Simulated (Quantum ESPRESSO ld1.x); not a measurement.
Task: Radial electron density D(r) = 4 pi r^2 rho(r) of an atom or ion with 5 electrons. Calculated with ld1.x of Quantum ESPRESSO 7.5: Dirac Kohn-Sham, LDA (Slater exchange, Perdew-Zunger correlation), spin-unpolarised, spherical densities, point nucleus.

r (bohr)  D(r) (e/bohr)
0.002316          6.978
0.00255           8.142
0.002806          9.477
0.003089          11.00
0.003401          12.73
0.003713          14.52
0.004087          16.70
0.004499          19.13
0.004953          21.82
0.005452          24.77
0.006001          27.97
0.006606          31.41
0.007271          35.05
0.008004          38.84
0.00874           42.39
0.009621          46.25
0.01059           50.00
0.01166           53.52
0.01283           56.63
0.01412           59.20
0.01555           61.04
0.01711           62.02
0.01884           61.99
0.02057           61.01
0.02264           58.87
0.02493           55.68
0.02744           51.55
0.0302            46.74
0.03325           41.57
0.0366            36.42
0.04028           31.71
0.04434           27.82
0.04842           25.24
0.0533            23.65
0.05867           23.34
0.06458           24.09
0.07109           25.50
0.07825           27.07
0.08614           28.22
0.09482           28.47
0.1044            27.50
0.114             25.48
0.1255            22.20
0.1381            18.18
0.152             13.91
0.1673            9.885
0.1842            6.486
0.2027            3.901
0.2232            2.134
0.2457            1.052
0.2683           0.4986
0.2953           0.1961
0.325           0.06741
0.3578          0.01999
0.3938         0.005043

What is the nuclear charge?

Result: Z = 51. The innermost maximum, from 1s, lies near gamma/Z bohr with gamma = sqrt(1 - (Z/c)^2) = 0.928, here 0.0182 bohr (found: 0.0180), and its height grows with Z. The density is that of the antimony ion Sb46+ in [He] 2s2 2p1; the configuration itself is not fixed sharply by these data, and Z only to a few units. D(r) has 2 maxima, at r = 0.0180, 0.0926 bohr, and minima at 0.0573 bohr, inside which lie 2.20 electrons.
